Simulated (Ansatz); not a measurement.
`C[SiH](F)[O][AlH2]` → Al• + C• + F• + 6 H• + O• + Si•  (atomization)

Calculated with Ansatz (gas phase, PBE0-D4/def2-TZVP geometries, no zero-point term in ΔE). CCSD(T)/CBS is the MP2 limit (def2-TZVPP, def2-QZVPP) plus CCSD(T) − MP2 in def2-TZVPP, frozen cores. This one scheme is used for every species, atoms too. Functionals use def2-TZVPP. B3LYP here is the variant with VWN-RPA as its local correlation; programs differ in this. No spin–orbit coupling; open shells (•) take unrestricted orbitals. Spin–orbit coupling would lower the free atoms: a little for Al, C, F, O, Si. One conformer a species, not always the lowest.

`C[SiH](F)[O][AlH2]`:

```xyz
11

C    -0.706    1.702   -0.486
Si    0.719    0.538   -0.307
F     1.680    1.101    0.844
O     0.220   -0.940    0.101
Al   -0.060   -2.455    0.789
H    -1.382    1.363   -1.275
H    -0.358    2.705   -0.744
H    -1.274    1.768    0.445
H     1.548    0.454   -1.533
H     0.633   -2.804    2.163
H    -1.020   -3.431    0.002
```

| level | ΔE (kJ/mol) | difference from CCSD(T)/CBS |
| --- | --- | --- |
| PBE-D4 | 4060.9 | -27.2 |
| r2SCAN-D4 | 4074.3 | -13.8 |
| PBE0-D4 | 4014.0 | -74.1 |
| ωB97X-V | 4082.1 | -6.0 |
| ωB97M-V | 4077.8 | -10.3 |
| B2PLYP | 4027.6 | -60.5 |
| r2SCAN | 4069.0 | -19.1 |
| PBE0 | 3995.9 | -92.2 |
| B3LYP | 4018.8 | -69.3 |
| SCS-MP2/def2-TZVPP | 4036.0 | -52.1 |
| CCSD/def2-TZVPP | 3936.3 | -151.8 |
| CCSD(T)/def2-TZVPP | 3980.5 | -107.6 |
| SCS-MP2/def2-QZVPP | 4108.5 | 20.4 |
| HF/CBS(def2) | 3113.3 | -974.8 |
| MP2/CBS(def2) | 4157.9 | 69.8 |
| CCSD/CBS(def2) | 4044.0 | -44.1 |
| CCSD(T)/CBS | 4088.1 | 0 |

Largest T1 diagnostic among the species: 0.018.

The D4 term adds +34.3 kJ/mol with B3LYP and +18.1 kJ/mol with PBE0; it sums over pairs of atoms, weighted by their polarisabilities, and B3LYP, whose exchange is more repulsive, gets the larger term. In def2-TZVPP, CCSD(T) changes the Hartree–Fock value by +880.6 kJ/mol (the triples alone add +44.1 kJ/mol) and MP2 by +950.4 kJ/mol; breaking electron pairs costs correlation energy, which Hartree–Fock lacks. From PBE to PBE0 (25 % exact exchange), in def2-TZVPP and without D4, ΔE moves by −43.7 kJ/mol: exact exchange takes away binding that semilocal exchange gives to molecules.

For atomizations the MP2-based limit and the directly extrapolated one differ by several kJ/mol either way, and by 10 to 25 for some Ge, Se and Sn compounds, so smaller differences from it don't rank the levels.
